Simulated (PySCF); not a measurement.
H3P2 (SMILES [PH]P), doublet (typed; the unrestricted solution is spin-contaminated), geometry from GFN2-xTB, with bond 5-2 at 2.2 times its length; B3LYP/6-31G** in PySCF.

The PySCF input:
```python
from pyscf import gto, scf, dft

mol = gto.Mole()
mol.atom = '''
    P     0.91132207   -0.43419083    0.44848535
    P    -0.83945394    0.33421071   -0.48019854
    H     1.71456172    0.57131463   -0.10152077
    H    -1.06154102    1.41633629    0.37351990
    H    -2.80094919   -1.47454056    1.02437567
'''
mol.basis = '6-31g**'
mol.spin = 1
mol.verbose = 4
mol.build()

mf = dft.UKS(mol)
mf.xc = 'b3lyp'
mf.kernel()
mo_i, mo_e, stable_i, stable_e = mf.stability(internal=True, external=False, return_status=True, nroots=6, tol=1e-6)
print('internally stable:', stable_i, ' externally stable:', stable_e)
if not stable_i:
    umf = mf.copy()
    umf.scf_summary = {}
    umf.kernel(umf.make_rdm1(mo_i, mf.mo_occ))
mf.analyze()
```

What the program printed (banner, timings and long lists left out):

```
PySCF version 2.14.0

[INPUT] verbose = 4
[INPUT] num. atoms = 5
[INPUT] num. electrons = 33
[INPUT] charge = 0
[INPUT] spin (= nelec alpha-beta = 2S) = 1
[INPUT] symmetry False subgroup None
[INPUT] Mole.unit = angstrom
[INPUT] Symbol           X                Y                Z      unit          X                Y                Z       unit  Magmom
[INPUT]  1 P      0.911322070000  -0.434190830000   0.448485350000 AA    1.722149123572  -0.820501754498   0.847514482380 Bohr   0.0
[INPUT]  2 P     -0.839453940000   0.334210710000  -0.480198540000 AA   -1.586338040787   0.631566709796  -0.907443726016 Bohr   0.0
[INPUT]  3 H      1.714561720000   0.571314630000  -0.101520770000 AA    3.240052074463   1.079628181657  -0.191846451255 Bohr   0.0
[INPUT]  4 H     -1.061541020000   1.416336290000   0.373519900000 AA   -2.006021797791   2.676487688383   0.705850313075 Bohr   0.0
[INPUT]  5 H     -2.800949190000  -1.474540560000   1.024375670000 AA   -5.293026857922  -2.786477817963   1.935789464968 Bohr   0.0

nuclear repulsion = 78.4327315843905
number of shells = 25
number of NR pGTOs = 123
number of NR cGTOs = 51
basis = 6-31g**
ecp = {}

******** <class 'pyscf.dft.uks.UKS'> ********
method = UKS
initial guess = minao
damping factor = 0
level_shift factor = 0
DIIS = <class 'pyscf.scf.diis.CDIIS'>
diis_start_cycle = 1
diis_space = 8
diis_damp = 0
SCF conv_tol = 1e-09
SCF conv_tol_grad = None
SCF max_cycles = 50
direct_scf = True
direct_scf_tol = 1e-13
number electrons alpha = 17  beta = 16
XC library pyscf.dft.libxc version 7.1.2
    S. Lehtola, C. Steigemann, M. J. T. Oliveira, and M. A. L. Marques,  SoftwareX 7, 1–5 (2018)
XC functionals = b3lyp
    P. J. Stephens, F. J. Devlin, C. F. Chabalowski, and M. J. Frisch,  J. Phys. Chem. 98, 11623 (1994)
radial grids:
    Treutler-Ahlrichs [JCP 102, 346 (1995); DOI:10.1063/1.469408] (M4) radial grids

becke partition: Becke, JCP 88, 2547 (1988); DOI:10.1063/1.454033
pruning grids: <function nwchem_prune>
grids dens level: 3
symmetrized grids: False
atomic radii adjust function: <function treutler_atomic_radii_adjust>
small_rho_cutoff = 0
Set gradient conv threshold to 3.16228e-05
tot grids = 67784
init E= -684.25974059377

cycle= 1 E= -684.300012610313  delta_E= -0.0403  |g|= 0.0768  |ddm|= 1.56
cycle= 2 E= -684.276543284253  delta_E= 0.0235  |g|= 0.152  |ddm|= 0.474
cycle= 3 E= -684.303657619674  delta_E= -0.0271  |g|= 0.0908  |ddm|= 0.439
cycle= 4 E= -684.315447290807  delta_E= -0.0118  |g|= 0.0318  |ddm|= 0.189
cycle= 5 E= -684.322358845471  delta_E= -0.00691  |g|= 0.029  |ddm|= 0.159
cycle= 6 E= -684.324696137393  delta_E= -0.00234  |g|= 0.0285  |ddm|= 0.0523
cycle= 7 E= -684.325814531792  delta_E= -0.00112  |g|= 0.0283  |ddm|= 0.0257
cycle= 8 E= -684.335877715983  delta_E= -0.0101  |g|= 0.00828  |ddm|= 0.387
cycle= 9 E= -684.336020165188  delta_E= -0.000142  |g|= 0.00366  |ddm|= 0.0358
cycle= 10 E= -684.336040264175  delta_E= -2.01e-05  |g|= 0.00253  |ddm|= 0.0151
cycle= 11 E= -684.336058587073  delta_E= -1.83e-05  |g|= 0.00126  |ddm|= 0.00783
cycle= 12 E= -684.336064216449  delta_E= -5.63e-06  |g|= 0.000645  |ddm|= 0.00445
cycle= 13 E= -684.336066233768  delta_E= -2.02e-06  |g|= 0.000172  |ddm|= 0.00588
cycle= 14 E= -684.336066341825  delta_E= -1.08e-07  |g|= 3.17e-05  |ddm|= 0.00111
cycle= 15 E= -684.336066344876  delta_E= -3.05e-09  |g|= 1.68e-05  |ddm|= 0.000186
cycle= 16 E= -684.33606634615  delta_E= -1.27e-09  |g|= 6.84e-06  |ddm|= 0.000121
cycle= 17 E= -684.336066346296  delta_E= -1.46e-10  |g|= 2.32e-06  |ddm|= 4.74e-05
Extra cycle  E= -684.336066346302  delta_E= -6.37e-12  |g|= 2.16e-06  |ddm|= 1.04e-05
converged SCF energy = -684.336066346302  <S^2> = 1.5397931  2S+1 = 2.675663
uhf_internal: lowest eigs of H = [0.11106133 0.13965412 0.19702706 0.20254978 0.21894182 0.28165247]
<class 'pyscf.dft.uks.UKS'> wavefunction is stable in the internal stability analysis
internally stable: True  externally stable: None
**** SCF Summaries ****
Total Energy =                        -684.336066346301891
Nuclear Repulsion Energy =              78.432731584390510
One-electron Energy =                -1101.552230129225791
Two-electron Energy =                  338.783432198533433
Two-electron Coulomb Energy =          386.343675215055441
DFT Exchange-Correlation Energy =      -47.560243016522023
**** MO energy ****
                             alpha | beta                alpha | beta
MO #1   energy= -77.0847226851457  | -77.0881465452231  occ= 1 | 1
MO #2   energy= -77.0819810212645  | -77.0781501238877  occ= 1 | 1
MO #3   energy= -6.57122064150108  | -6.574770786721    occ= 1 | 1
MO #4   energy= -6.56970460975698  | -6.56570547590493  occ= 1 | 1
MO #5   energy= -4.73459380032338  | -4.73993393680061  occ= 1 | 1
MO #6   energy= -4.7321095785043   | -4.73452113324671  occ= 1 | 1
MO #7   energy= -4.72987192261594  | -4.73134444669369  occ= 1 | 1
MO #8   energy= -4.72939118986269  | -4.7267757932281   occ= 1 | 1
MO #9   energy= -4.72793353520008  | -4.72467299847102  occ= 1 | 1
MO #10  energy= -4.72651354687985  | -4.7214401191293   occ= 1 | 1
MO #11  energy= -0.691207786916056 | -0.690537800618418 occ= 1 | 1
MO #12  energy= -0.557586460273758 | -0.55621770290425  occ= 1 | 1
MO #13  energy= -0.398265889906882 | -0.39810301462682  occ= 1 | 1
MO #14  energy= -0.342072766047823 | -0.339772144734112 occ= 1 | 1
MO #15  energy= -0.311248827940429 | -0.287449868967798 occ= 1 | 1
MO #16  energy= -0.286251585529993 | -0.240815836897162 occ= 1 | 1
MO #17  energy= -0.23694953192442  | -0.129220976879541 occ= 1 | 0
MO #18  energy= -0.125405816919824 | -0.0847137278196   occ= 0 | 0
MO #19  energy= 0.00896539823346387 | 0.00968541081072205 occ= 0 | 0
MO #20  energy= 0.04956625809371   | 0.0516622871489911 occ= 0 | 0
MO #21  energy= 0.0576692198587763 | 0.0577813335631308 occ= 0 | 0
MO #22  energy= 0.236646657969506  | 0.236590626602136  occ= 0 | 0
MO #23  energy= 0.264956566665863  | 0.271393264866772  occ= 0 | 0
MO #24  energy= 0.280873987942002  | 0.28062494804146   occ= 0 | 0
MO #25  energy= 0.290546657215348  | 0.295268869394087  occ= 0 | 0

To work with the spin densities directly, `use mulliken_meta_spin()` only printing them here.

 ** Mulliken spin pop alpha/beta on meta-lowdin orthogonal AOs **
 ** Mulliken Spin Density (per AO)  **
spin_pop of  0 P 1s        0.00000
spin_pop of  0 P 2s        0.00016
spin_pop of  0 P 3s        0.01003
spin_pop of  0 P 4s       -0.00055
spin_pop of  0 P 2px       0.00000
spin_pop of  0 P 2py       0.00003
spin_pop of  0 P 2pz       0.00007
spin_pop of  0 P 3px       0.04975
spin_pop of  0 P 3py       0.26074
spin_pop of  0 P 3pz       0.59147
spin_pop of  0 P 4px       0.00022
spin_pop of  0 P 4py       0.00017
spin_pop of  0 P 4pz       0.00053
spin_pop of  0 P 3dxy     -0.00075
spin_pop of  0 P 3dyz      0.00093
spin_pop of  0 P 3dz^2    -0.00030
spin_pop of  0 P 3dxz     -0.00006
spin_pop of  0 P 3dx2-y2   -0.00042
spin_pop of  1 P 1s       -0.00000
spin_pop of  1 P 2s       -0.00012
spin_pop of  1 P 3s       -0.00310
spin_pop of  1 P 4s        0.00091
spin_pop of  1 P 2px      -0.00003
spin_pop of  1 P 2py      -0.00003
spin_pop of  1 P 2pz      -0.00003
spin_pop of  1 P 3px      -0.27696
spin_pop of  1 P 3py      -0.30051
spin_pop of  1 P 3pz      -0.26156
spin_pop of  1 P 4px      -0.00044
spin_pop of  1 P 4py       0.00016
spin_pop of  1 P 4pz      -0.00017
spin_pop of  1 P 3dxy      0.00110
spin_pop of  1 P 3dyz      0.00019
spin_pop of  1 P 3dz^2     0.00003
spin_pop of  1 P 3dxz     -0.00037
spin_pop of  1 P 3dx2-y2    0.00007
spin_pop of  2 H 1s       -0.06328
spin_pop of  2 H 2s       -0.00009
spin_pop of  2 H 2px       0.00003
spin_pop of  2 H 2py      -0.00015
spin_pop of  2 H 2pz       0.00002
spin_pop of  3 H 1s        0.06879
spin_pop of  3 H 2s        0.00010
spin_pop of  3 H 2px      -0.00005
spin_pop of  3 H 2py       0.00008
spin_pop of  3 H 2pz       0.00007
spin_pop of  4 H 1s        0.91882
spin_pop of  4 H 2s        0.00449
spin_pop of  4 H 2px      -0.00001
spin_pop of  4 H 2py      -0.00001
spin_pop of  4 H 2pz      -0.00000
 ** Mulliken Spin Density (per atom)  **
spin density of  0 P =      0.91203
spin density of  1 P =     -0.84086
spin density of  2 H =     -0.06347
spin density of  3 H =      0.06899
spin density of  4 H =      0.92330
 ** Mulliken pop alpha/beta on meta-lowdin orthogonal AOs **
 ** Mulliken pop       alpha | beta **
In total            17.00000 | 16.00000
 ** Mulliken atomic charges   ( Nelec_alpha | Nelec_beta ) **
charge of  0P =     -0.01212  (     7.96207      7.05004 )
charge of  1P =     -0.00515  (     7.08215      7.92300 )
charge of  2H =      0.01327  (     0.46163      0.52510 )
charge of  3H =      0.01735  (     0.52582      0.45683 )
charge of  4H =     -0.01335  (     0.96832      0.04502 )
Dipole moment(X, Y, Z, Debye):  0.53917,  1.34265,  0.19746
```
